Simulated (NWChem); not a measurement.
System: silylphosphine (SiPH5); SMILES P[SiH3]

The following NWChem deck was run.

```
start job
memory heap 200 mb stack 900 mb global 1100 mb
geometry units angstroms noautosym nocenter noautoz
  Si    -0.000058     1.072848    -0.022570
  P      0.000037    -1.193726    -0.099637
  H     -1.217868     1.560329    -0.737495
  H      1.213418     1.560650    -0.744609
  H      0.003922     1.630623     1.364565
  H     -1.038621    -1.320778     0.874102
  H      1.044662    -1.320449     0.867743
end
basis spherical
  * library def2-svp
end
dft
  xc pbe0
  iterations 150
end
cosmo
  do_cosmo_smd true
  solvent water
end
task dft energy
```

The geometry was optimised at PBE0/def2-SVP. Solvent: water.

Level: PBE0/def2-SVP with SMD (1 M gas to 1 M solution), gas-phase geometry. Reactions with the solvent are ignored.

### Question
Predict the main results of this run. (PBE0/def2-SVP, SMD on the gas-phase geometry.) Quantities: solvation free energy (kcal/mol); cavity-dispersion-structure term (kcal/mol); dipole in solution (D).

### Answer
- solvation free energy (kcal/mol): 1.5
- cavity-dispersion-structure term (kcal/mol): 3.0
- dipole in solution (D): 1.26
